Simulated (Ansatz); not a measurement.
Input for Ansatz (an electronic-structure program): R-wB97X-V/def2-TZVPPD on HCl (SMILES Cl) with ghost functions, monomers drawn apart or pushed together. Files ending in .json are basis or fitting sets from the Basis Set Exchange.

Ansatz 0.2 input:
```yaml
crystal:
  periodic: [false, false, false]
  atoms:
    - {symbol: Cl, position_ang: [-0.44229765, 0.89322134, -0.64111788]}
    - {symbol: H, position_ang: [-0.26787755, 0.01493386, 0.28110514]}
basis:
  gaussian:
    orbitals: def2-TZVPPD.json
    ghost_atoms:
      - {symbol: Ge, position_ang: [-0.01911215, -0.00796512, 3.12977281]}
      - {symbol: H, position_ang: [0.14040570, -0.92916511, 4.34614691]}
      - {symbol: H, position_ang: [-0.01983192, -0.88053294, 1.85735881]}
      - {symbol: H, position_ang: [1.15261092, 0.97804320, 3.05086979]}
      - {symbol: H, position_ang: [-1.34863048, 0.75211073, 3.20763052]}
hamiltonian:
  xc: {name: wB97X-V}
scf: {lower_state_search: off}
```

The head of its log:

```
Functional definition: wB97X-V
[...]
these checks for a lower state are left out or cut short: stability, starts, cluster_reference, orbital_swaps, neighbouring_geometries, increment
integrals: 0.14 GiB planned
962 factors; their error is unknown
integrals: 0.17 GiB planned
247 factors; integrals over basis functions are off by at most 4.1e-5 eV
mean field: 0.95 GiB planned
mean field evaluation 1: about -12537.3116 eV, gradient 1.0e1 eV
mean field evaluation 2: about -12537.5501 eV, gradient 6.7e0 eV
```

Task: What total energy does the run end on?

Result: -460.7501 hartree.
